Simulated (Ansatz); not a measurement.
Q: Predict a relaxed structure of Si(SiH3)4 (Si₅H₁₂), charge 0, singlet, at PBE-D4/def2-SVP (Ansatz).

A: 
| atom | x (Å) | y (Å) | z (Å) |
| --- | --- | --- | --- |
| Si1 | -0.001 | -0.001 | -0.002 |
| Si2 | -1.580 | 1.471 | -0.930 |
| H3 | -2.896 | 0.766 | -1.126 |
| H4 | -1.099 | 1.978 | -2.265 |
| H5 | -1.794 | 2.649 | -0.015 |
| Si6 | -0.790 | -0.791 | 2.067 |
| H7 | 0.218 | -1.720 | 2.689 |
| H8 | -2.085 | -1.538 | 1.880 |
| H9 | -1.029 | 0.363 | 3.005 |
| Si10 | 2.033 | 1.132 | 0.322 |
| H11 | 2.544 | 1.669 | -0.989 |
| H12 | 3.064 | 0.195 | 0.895 |
| H13 | 1.842 | 2.282 | 1.275 |
| Si14 | 0.337 | -1.813 | -1.459 |
| H15 | -0.960 | -2.543 | -1.694 |
| H16 | 1.334 | -2.777 | -0.870 |
| H17 | 0.862 | -1.324 | -2.783 |
Point group Td (tolerance 0.1 Å). This is one stationary point.
